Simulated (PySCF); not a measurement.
A calculated (UHF, PySCF 2.14, aug-cc-pVDZ, no relativity, point nucleus) atom or ion has these occupied shells.

```csv
shell,electrons,orbital energy (eV),"rms radius, mean of both spins (bohr)"
1s α,1,-4521.6,0.0852
1s β,1,-4521.5,0.0852
2s α,1,-526.51,0.373
2s β,1,-526.02,0.373
2p α,3,-433.65,0.341
2p β,3,-433.23,0.341
3s α,1,-77.657,1.16
3s β,1,-75.803,1.16
3p α,3,-50.771,1.27
3p β,3,-48.723,1.27
3d α,1,-16.541,1.84
4s α,1,-12.236,3.70
```

(1) Name the element and its charge.

Results:

(1) Sc+ (scandium, charge +1), in [Ar] 3d1 4s1, high-spin 3D determinant.
